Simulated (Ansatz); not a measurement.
Cost and result for the atomization energy of `[SiH3][SiH2][SnH3]` (11 atoms, 10 bonds).

```xyz
11

Si   -0.311    1.808    0.872
Si   -0.233   -0.526    0.865
Sn    0.462   -1.394   -1.443
H    -0.711    2.340    2.202
H    -1.291    2.276   -0.145
H     1.030    2.351    0.523
H    -1.571   -1.081    1.213
H     0.744   -1.006    1.882
H     2.005   -0.793   -1.864
H    -0.650   -0.877   -2.632
H     0.525   -3.100   -1.474
```

Total charge 0; spin multiplicity 1. Correlated methods include outer-core shells of Sn, which these sets cover unevenly. Sn takes the def2 core potential. All single points use the PBE0-D4/def2-TZVP geometry. Program: Ansatz. All runs use 4 threads of a server CPU on a shared host. Times are those of one run each, without the atoms' runs, and a repeat can differ threefold. Electronic energies, without spin–orbit coupling; frozen cores. CCSD(T)/CBS adds CCSD(T) − MP2 in def2-TZVPP to the MP2 limit, and its time is that of the two runs behind it. T1 = 0.014. With those shells the extrapolation isn't a true limit.

CCSD(T)/CBS is a level of theory with its own doubt, some kJ/mol a heavy atom from the limit and from the frozen cores, so smaller differences don't rank the functionals.

| level | functions | wall time | atomization (kcal/mol) | difference from CCSD(T)/CBS | per bond |
| --- | --- | --- | --- | --- | --- |
| LDA (SPW92)/def2-TZVPP | 246 | 1.1 s | 760.5 | 64.8 | 6.5 |
| PBE-D4/def2-TZVPP (with forces) | 246 | 2.2 s | 677.7 | -18.0 | -1.8 |
| PBE0-D4/def2-TZVPP | 246 | 2.6 s | 679.7 | -16.0 | -1.6 |
| CCSD(T)/def2-SVP | 102 | 3.2 s | 644.7 | -51.0 | -5.1 |
| CAM-B3LYP-D4/def2-TZVPP | 246 | 3.4 s | 692.7 | -3.0 | -0.3 |
| r2SCAN-D4/def2-TZVPP (with forces) | 246 | 3.7 s | 689.5 | -6.2 | -0.6 |
| r2SCANh-D4/def2-TZVPP | 246 | 4.1 s | 688.4 | -7.3 | -0.7 |
| B2PLYP/def2-TZVPP | 246 | 4.4 s | 677.5 | -18.2 | -1.8 |
| PBE-QIDH/def2-TZVPP | 246 | 4.6 s | 679.2 | -16.5 | -1.7 |
| ωB97M-V/def2-TZVPP (with forces) | 246 | 11 s | 689.8 | -5.9 | -0.6 |
| MP2/def2-QZVPP | 462 | 23 s | 670.0 | -25.7 | -2.6 |
| CCSD(T)/def2-TZVPP | 246 | 110 s | 678.9 | -16.8 | -1.7 |
| CCSD(T)/CBS(def2) | – | 2.2 min | 695.7 | 0.0 | 0.0 |

In def2-TZVPP, CCSD(T) changes the Hartree–Fock value by +157.9 kcal/mol (the triples alone add +5.6 kcal/mol) and MP2 by +139.0 kcal/mol; breaking electron pairs costs correlation energy, which Hartree–Fock lacks. Leaving LDA and LC-ωPBE aside and taking each functional with its dispersion term where it has one, the values, not all of them listed here, spread over 33.6 kcal/mol, from revPBE-D4 to B97M-V. LDA lies +88.6 kcal/mol from PBE without D4, its usual overbinding. From r2SCAN to r2SCAN0 (25 % exact exchange), in def2-TZVPP and without D4, the atomization energy moves by −2.8 kcal/mol: exact exchange takes away binding that semilocal exchange gives to molecules.

Spin–orbit coupling would lower the free Sn atoms strongly, and the atomization energy with them, by more than many differences here. For some Ge, Se and Sn compounds the MP2-based and the directly extrapolated limit differ by 10 to 25 kJ/mol.
